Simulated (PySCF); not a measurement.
C₂H₅OSi (doublet state).
Atom-mapped SMILES: `[O:1]=[C:2][CH2:3][SiH3:4]` (hydrogens: H5, H6 on C3; H7, H8, H9 on Si4)

Geometry (GFN2-xTB, Å), atoms numbered from 1 in this order:
```
atom  x, y, z in Å
O1     1.3578    1.8663   -0.8951
C2     1.2914    0.6723   -0.8833
C3     0.8132   -0.2860    0.1043
Si4   -1.1120   -0.2271    0.1602
H5     1.1959   -0.0305    1.0974
H6     1.1374   -1.2960   -0.1447
H7    -1.5277    1.0632    0.7007
H8    -1.6202   -0.4269   -1.1959
H9    -1.5222   -1.3294    1.0311
```

The hyperfine couplings belong to this conformer and change with its torsions.

Computed with UKS B3LYP, pcH-1 on C H O Si, non-relativistic, mean-field spin-orbit, GIAO in PySCF. The structure is a single GFN2-xTB conformer in the gas phase; no vibrational or solvent corrections. The geometry wasn't refined by DFT: couplings that depend on bond lengths, twists or pyramidal angles can differ widely from those at the functional's own minimum. The SCF solution wasn't tested for stability.

(1) Predict the first-order ENDOR lines of C2, C3, H5/H6 and H7/H8/H9 under fast tumbling at B = 1210.1 mT (Q band).

(2) Which pairs are centred on the nuclear Larmor frequency, and which on half the coupling?

(3) At what field would the lower line of H5/H6 fall to zero frequency?

Results:

(1) ν± = |νn ± a/2|, one line for each electron-spin manifold; νn = |g_N| × 7.62259 MHz/T × B.

| nuclei | isotope | g_N | νn (MHz) | a_iso (MHz) | lower line (MHz) | upper line (MHz) |
| --- | --- | --- | --- | --- | --- | --- |
| C2 | 13C | 1.4048 | 12.96 | 336.01 | 155.05 | 180.97 |
| C3 | 13C | 1.4048 | 12.96 | 161.34 | 67.71 | 93.63 |
| H5/H6 | 1H | 5.5857 | 51.52 | 26.21 | 38.42 | 64.63 |
| H7/H8/H9 | 1H | 5.5857 | 51.52 | -0.56 | 51.24 | 51.80 |

The rows for 13C, of low natural abundance, apply to labelled samples.

(2) Centred on νn, since |a| < 2νn: H5/H6 and H7/H8/H9. Centred on |a|/2 and split by 2νn: C2 and C3.

(3) Where νn = |a|/2, that is B = 13.11 MHz/(5.5857 × 7.62259 MHz/T) = 308 mT, as far as first order holds there.

Nuclei that the bonding pattern makes equivalent are averaged, as if the motion that swaps them (rotation, inversion, ring flip) were fast. The 1H value of +26.2 MHz is a mean of couplings from 17.8 to 34.7 MHz in this one geometry, not an average over conformers.
